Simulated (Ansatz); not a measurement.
H6OSSiSn (`O[SiH](S)[SnH3]`). The species carries charge 0 and has multiplicity 1. Sn: def2 effective core potential.

Z-matrix (Å, degrees):
```
Si
S 1 2.126
Sn 1 2.571 2 110.5
O 1 1.650 2 109.1 3 -122.5
H 1 1.488 2 102.9 3 119.0
H 2 1.344 1 95.1 3 50.7
H 3 1.709 1 109.7 2 -43.2
H 3 1.713 1 111.5 2 -162.3
H 3 1.706 1 111.4 2 76.8
H 4 0.959 1 117.5 2 164.6
```

(1) List the harmonic frequencies (cm⁻¹, unscaled) at PBE0-D4/def2-TZVP in Ansatz. (An estimate is asked.)

(2) Is this a minimum?

(3) Give the ideal-gas thermochemistry at 298.15 K and 1 bar (rigid rotor, harmonic oscillator; point group C1, symmetry number 1).

(4) Rotational constants (cm⁻¹)?

## Answers

(1) The calculation gave: 71, 87, 127, 151, 219, 245, 309, 378, 398, 522, 643, 675, 728, 729, 793, 820, 850, 907, 1916, 1931, 1944, 2208, 2708, 3908.

(2) Yes, all 24 modes are real.

(3) Zero-point energy 139.2 kJ/mol; H(298) − E = 164.6 kJ/mol; entropy 393.4 J/(mol·K), of which translation 175.0, rotation 121.3, vibration 97.1; G(298) − E = 47.3 kJ/mol. Modes under 100 cm⁻¹ are hindered rotations or soft bends, so the harmonic entropy is rough.

(4) 0.1271, 0.03351, 0.02808.
